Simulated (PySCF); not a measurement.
Simulated C 1s region for `CCC[C@@H]1C[SiH2]N[SiH2]1`, binding energy against the vacuum level.

Every computed line was given a Gaussian of 0.4 eV full width at half maximum and an area set by the number of equivalent atoms; the highest printed point is 100. Method used: delta-SCF UKS SCAN, pcX-2 on the ionised atom, pcseg-1 elsewhere, spin-free X2C (PySCF).

binding energy (eV), intensity and a bar:
```
    289.4          0 
    289.5          3 #
    289.6         10 ###
    289.7         28 ########
    289.8         53 ################
    289.9         74 ######################
    290.0         80 ########################
    290.1         78 #######################
    290.2         86 ##########################
    290.3         99 ##############################
    290.4        100 ##############################
    290.5         79 ########################
    290.6         48 ##############
    290.7         22 ######
    290.8          7 ##
    290.9          2 
    291.0          0
```

Q: Count the maxima, the lines and the sites behind this envelope.

A: The curve has 2 maxima (at 290.0 and 290.4 eV). Under it lie 5 lines from 5 inequivalent carbon sites. At this width some lines have no maximum of their own.

Q: Decompose the envelope and assign each component. Numbering: `[CH3:1][CH2:2][CH2:3][C@@H:4]1[CH2:5][SiH2:6][NH:7][SiH2:8]1`.

A: 
```
position (eV)  relative area  line  atoms                  environment
       289.93              1  C 1s     C5  sp3 carbon bound to silicon
       289.94              1  C 1s     C4  sp3 carbon bound to silicon
       290.30              1  C 1s     C3             chain CH2 carbon
       290.35              1  C 1s     C2             chain CH2 carbon
       290.48              1  C 1s     C1                methyl carbon
```

Q: What are the centre and the root-mean-square width of the whole band?

A: The area-weighted mean of the lines is 290.20 eV. Their own spread about it is 0.22 eV (rms) and each Gaussian has σ = 0.4/2.355 = 0.17 eV; the variances add, which gives 0.28 eV.

The listed C 1s values span 0.55 eV, from C5 (bonded to C, 2 H and Si) to C1 (bonded to C and 3 H). The widest gap between neighbouring values is 0.36 eV, between 289.94 and 290.30 eV. Summing the Pauling electronegativity differences to the bonded atoms, each weighted by its formal bond order, gives -1.35 for the lowest site and -1.05 for the highest; the largest sum, -0.70, belongs to C2, 0.13 eV below the top. The values 289.93 and 289.94 eV; the values 290.30 and 290.35 eV lie too close for their order to be trusted.

No satellites, vibrations or lifetime broadening are included. The structure is a single PBE0-D3(BJ)/def2-SVP conformer in the gas phase; no vibrational or solvent corrections.

Time: 7.0 min; peak memory 0.71 GiB. Hardware: Arm Neoverse N1, one thread, no GPU, shared host with 64 logical CPUs at a one-minute load of 61.
